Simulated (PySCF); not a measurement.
# RbH⁺: frontier orbitals

LDA at R = 3.568 Å; PySCF, scalar-relativistic core potentials, basis sets Rb def2-SVP with ECP28, H def2-SVP. State: ²Σ⁺ (doublet), unpaired electrons σ ↑. Only the outer orbitals are listed, counted within each symmetry, core potentials removing the inner ones.

```tsv
spin	orbital	occ.	ε (eV)	on Rb (%)	main shells (%)
α	1σ	1	-37.93	100	100 Rb s
α	2σ	1	-21.68	100	100 Rb p
α	1π	1	-21.68	100	100 Rb p
α	1π	1	-21.68	100	100 Rb p
α	3σ	1	-11.42	4	96 H s
α	4σ	0	-5.90	99	99 Rb s
α	2π	0	-3.38	100	94 Rb p
α	2π	0	-3.38	100	94 Rb p
β	1σ	1	-37.93	100	100 Rb s
β	1π	1	-21.68	100	100 Rb p
β	1π	1	-21.68	100	100 Rb p
β	2σ	1	-21.67	100	100 Rb p
β	3σ	0	-7.17	37	62 H s, 25 Rb s, 8 Rb p
β	4σ	0	-5.58	83	76 Rb s, 17 H s
β	2π	0	-3.33	100	97 Rb p
```

Q: Which are the highest filled and the lowest empty level, where do they sit, and how wide is the gap?

A: Highest filled α 3σ at -11.42 eV (in %: 96 H s); lowest empty β 3σ at -7.17 eV (in %: 62 H s, 25 Rb s, 8 Rb p); the gap at LDA is 4.25 eV.

| Quantity | Value |
| --- | --- |
| bond order (Mayer) | 0.08 |
| ⟨S²⟩ | 0.750 |
| charge on Rb (Mulliken, basis-dependent) | 0.96 |
| charge on Rb (Löwdin, basis-dependent) | 0.91 |
| dipole moment (positive dipole points towards H; it is taken about the centre of mass and depends on that origin) | 0.01 D |
| polarisability along the bond | 13.3 bohr³ |
| polarisability across the bond | 10.8 bohr³ |

Spin–orbit coupling is left out. The state is the lowest determinant that a PBE0 search found; another state may lie lower at other levels.
